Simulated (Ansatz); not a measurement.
Geometry optimisation, RKS r2SCAN-D4/6-31G* in Ansatz.

Input:

```yaml
crystal:
  periodic: [false, false, false]
  atoms:
    - { symbol: "N", position_ang: [-2.2049, -1.1692, 0.2662] }
    - { symbol: Si, position_ang: [-0.8616, -1.076, -0.8653] }
    - { symbol: C, position_ang: [0.7273, -1.1683, 0.0476] }
    - { symbol: Si, position_ang: [1.2958, 0.6079, -0.3313] }
    - { symbol: Al, position_ang: [1.1892, 1.9559, 1.5793] }
    - { symbol: C, position_ang: [-0.3838, 0.6998, -1.2794] }
    - { symbol: H, position_ang: [-2.014, -0.4624, 1.0399] }
    - { symbol: H, position_ang: [-2.2331, -2.0664, 0.6603] }
    - { symbol: H, position_ang: [-0.9611, -1.9586, -1.9776] }
    - { symbol: H, position_ang: [1.4631, -1.891, -0.3811] }
    - { symbol: H, position_ang: [0.6015, -1.3365, 1.1692] }
    - { symbol: H, position_ang: [2.4168, 0.6956, -1.1886] }
    - { symbol: H, position_ang: [1.1962, 3.5786, 1.4335] }
    - { symbol: H, position_ang: [1.0433, 1.306, 3.0596] }
    - { symbol: H, position_ang: [-0.2144, 0.8062, -2.3615] }
    - { symbol: H, position_ang: [-1.0834, 1.4559, -0.8266] }
basis:
  gaussian: { orbitals: "6-31G*" }
hamiltonian:
  xc: r2scan
  dispersion: d4
relax:
  f_tol: 0.015
  max_steps: 40
```

Command:

```bash
$ ansatz run input.yaml --threads 2 --pin off --max-ram 3072MiB --backend cpu --events-out ev --progress --plain --runs-dir out
```

Problem. Where does it end, and by what steps?

Solution. It converged. After 30 steps the energy has fallen by 1.006 eV; H13 moved furthest, 2.05 Å.

| step | energy less start (eV) | largest force component (eV/Å) | accepted |
| --- | --- | --- | --- |
| 0 | 0.0000 | 2.722 | yes |
| 2 | -0.8600 | 0.533 | yes |
| 4 | -0.8432 | 0.765 | no |
| 6 | -0.9258 | 0.035 | yes |
| 8 | -0.9274 | 0.206 | no |
| 10 | -0.9358 | 0.055 | yes |
| 12 | -0.9422 | 0.194 | yes |
| 14 | -0.9545 | 0.122 | yes |
| 16 | -0.9679 | 0.207 | yes |
| 18 | -0.9811 | 0.233 | yes |
| 20 | -0.9925 | 0.162 | yes |
| 22 | -1.0017 | 0.250 | yes |
| 24 | -1.0041 | 0.031 | yes |
| 26 | -1.0055 | 0.028 | yes |
| 28 | -1.0056 | 0.017 | yes |
| 30 | -1.0056 | 0.013 | yes |

```xyz
16
Properties=species:S:1:pos:R:3
N -2.293 -1.801 -0.320
Si -0.776 -1.078 -0.737
C 0.730 -1.065 0.434
Si 1.094 0.698 -0.251
Al 1.856 2.356 1.379
C -0.737 0.813 -0.837
H -2.769 -1.549 0.537
H -2.469 -2.769 -0.560
H -0.380 -1.706 -2.031
H 1.491 -1.845 0.324
H 0.431 -1.014 1.491
H 1.974 0.573 -1.457
H 3.201 3.208 1.244
H 0.954 2.591 2.682
H -0.965 1.291 -1.794
H -1.364 1.274 -0.060
```

Whether the end is a true minimum wasn't checked by a vibrational analysis.

Time of the run: 2.1 min on 2 threads of Intel(R) Xeon(R) Platinum 8488C (Sapphire Rapids), on a shared host, peak memory 0.24 GiB.
